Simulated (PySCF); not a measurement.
CaF, SMILES [F][Ca+], charge +1.

The structure is a stationary point at B3LYP-D3(BJ)/def2-TZVPD. The spin state was assumed, not searched.

All values below come from B3LYP-D3(BJ)/def2-TZVPD run with PySCF.

Frequencies are harmonic and unscaled.

Computed harmonic wavenumbers and intensities:
```tsv
mode	ν (cm⁻¹)	IR (km/mol)	moving atoms (share of kinetic energy)
1	682	170.0	F 68 %, Ca 32 %
```
